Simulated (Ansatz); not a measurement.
Saddle point of CH3Br2 (charge -1), singlet ([CH₃Br ([CH3][Br]) + Br]⁻ → [CH₃Br ([CH3][Br]) + Br]⁻; bonds formed: C2–Br3; bonds broken: Br1–C2), PBE0-D4/def2-TZVPD structure:

Br1  (-1.815, 1.254, 1.077)
C2  (-0.001, 0.000, 0.000)
Br3  (1.817, -1.254, -1.077)
H4  (0.719, 0.653, 0.454)
H5  (-0.407, 0.238, -0.964)
H6  (-0.313, -0.891, 0.509)
(Å)

Energies are electronic, without zero-point energy. Barriers and step energies count from the start structure reached by relaxing down the imaginary mode; all methods use the PBE0-D4 structures, on which another method's saddle can fall below an end. Ansatz 0.2.0; basis: def2-TZVPPD, with def2-QZVPPD for the basis limit; cores frozen in the correlated methods. Filled d shells of the heavier atoms are correlated. The def2 sets are not built for correlating such inner shells, so the correlated values are less sure here. B3LYP uses VWN-RPA correlation. Extrapolation: Hartree–Fock as exp(−7.88 √X), correlation as X^−2.97.

```tsv
method	barrier (eV)	step energy (eV)
SPW92	?	0.000
PBE-D4	?	0.000
BLYP-D4	0.143	0.000
r2SCAN-D4	0.249	0.000
B97M-V	0.390	0.000
PBE0-D4	0.363	0.000
B3LYP-D4	?	0.000
r2SCAN0-D4	0.380	0.000
BHLYP-D4	0.442	0.000
CAM-B3LYP-D4	0.450	0.000
wB97X-V	0.550	0.000
wB97M-V	0.495	0.000
B2PLYP	0.375	0.000
PBE-QIDH	0.491	0.000
RPA on PBE	0.380	0.000
HF	0.610	0.000
MP2	0.554	0.000
CCSD	0.562	0.000
CCSD(T)	0.487	0.000
```

Fill in the withheld barriers. (Judge from chemistry; the value comes from the calculation.)

Computed: B3LYP-D4 0.283; PBE-D4 0.202; SPW92 0.193 eV. Each is the energy of the saddle less that of the start structure, by the same method.

For comparison, the barrier by CCSD(T) at an estimated basis limit (MP2 extrapolated from triple and quadruple zeta, plus CCSD(T) − MP2 in triple zeta) is 0.464 eV.

The T1 diagnostic stays at or below 0.014.

Labels in which every atom is bracketed show which atoms are joined, not bond orders.

For scale, one of the runs: CCSD(T)/def2-TZVPPD, 202 basis functions, launched by `ansatz run in.yaml --threads 4 --pin off --events-out ev --progress --plain --max-ram 9574MiB`. Hardware: 4 CPU threads of an Arm Neoverse V1, shared host. Wall time 110 s; peak host memory 2.6 GiB.
